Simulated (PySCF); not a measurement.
Si(Cl)2(F)(OSiH3) (Cl2FH3OSi2), SMILES F[Si](Cl)(Cl)O[SiH3]. Coordinates come from a PBE-D3(BJ)/def2-SVP optimisation. The structure was generated by enumeration, and PubChem lists no compound with its InChIKey, so it may never have been made. Other conformers were not sampled.

### Question
Give the equilibrium geometry at PBE-D3(BJ)/def2-SVP (PySCF confirms it by a frequency run) as a Z-matrix. (An estimate is asked for; the answer gives what the named calculation found.)

### Answer
This is not unique; one that fits is 
```
O
Si 1 1.6346
F 2 1.6186 1 109.30
Si 1 1.6935 2 139.38 3 -119.49
H 4 1.4968 1 106.55 2 -177.59
H 4 1.5009 5 110.48 1 119.16
H 4 1.5011 5 110.49 6 121.86
Cl 2 2.0445 3 107.99 1 120.30
Cl 2 2.0552 3 108.00 1 -120.25
```
Charge 0, spin multiplicity 1.
